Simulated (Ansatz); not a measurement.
`C[SiH2]N[SiH3]` + `N[SiH](O)O` → `C[SiH2]N[SiH](O)O` + `N[SiH3]`  (ligand exchange at the Si–N bond)

Isolated molecules relaxed with PBE0-D4/def2-TZVP in Ansatz; ΔE leaves out vibrations. CBS: MP2 limit from def2 TZ/QZ plus the TZ coupled-cluster correction, frozen cores. This one scheme is used for every species. Functionals use def2-TZVPP. Each species was taken in one conformer, which may not be the lowest.

| level | ΔE (kJ/mol) |
| --- | --- |
| PBE-D4 | 1.5 |
| PBE | 1.6 |
| CCSD/def2-TZVPP | 1.3 |
| HF/def2-QZVPP | 0.7 |

Q: What does CCSD(T)/CBS give? (Estimate.)

A: Ansatz gave: +1.5 kJ/mol. The listed levels differ from it by 0.0, 0.1, -0.2, -0.8 kJ/mol.

Largest T1 diagnostic among the species: 0.011.
